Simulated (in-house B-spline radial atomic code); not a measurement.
**RPA and G0W0 on LC-wPBE: the oxygen ion O⁺**

Configuration [He] 2s2 2p3, highest spin, mean-field start LC-wPBE. Computed with a B-spline radial code for spherical atoms: all electrons, non-relativistic, point nucleus, each spin shell either full or empty, empty states to l = 9 with an (l + 1/2)⁻⁴ tail; G0W0 by contour deformation at full frequency.

Command:
```bash
python run_gw.py task.json out
```
Settings (radii: box in bohr, nucleus in fm):
```
Z                        8
electrons                7
configuration            [He] 2s2 2p3
hamiltonian              nr
method                   lc_wpbe
lmax                     9
spin_polarised           True
box_radius               23.78
intervals                48
```

Time taken, with all properties: 0.8 s on 1 thread of Arm Neoverse V2, with other jobs on the host.

Energies (hartree):

| term | value |
| --- | --- |
| mean-field total | -74.53538 |
| Hartree-Fock functional on these orbitals | -74.37200 |
| direct second order | -0.36031 |
| second-order exchange | 0.16552 |
| SOSEX correction | 0.14914 |

Task: What is the RPA correlation energy, and what remains with SOSEX?

Result: RPA gives -0.31727 hartree (-1.23 eV per electron); RPA + SOSEX gives -0.16813, and the second-order doubles -0.1948 hartree (no singles). SOSEX takes back 47 % of the RPA value.

Quasi-particle levels (eV):

```tsv
level	occupied	mean field	Σx - vxc	Σc	QP weight	G0W0
2p up	yes	-31.82	-4.45	?	?	?
2s down	yes	-40.88	-1.12	-1.44	0.945	-43.44
2p down	no	-15.608	5.71	-3.48	0.950	-13.379
```

G0W0 = mean field + (Σx - vxc) + Σc, with Σc (partial-wave tail included) taken at the quasi-particle energy. Levels of low weight are left out.

Task: Where does G0W0 put 2p up?

Result: At -35.31 eV, with Σc = 0.96 eV and a quasi-particle weight of 0.940. The tabulated removal energy is 35.121 eV (NIST, measured).
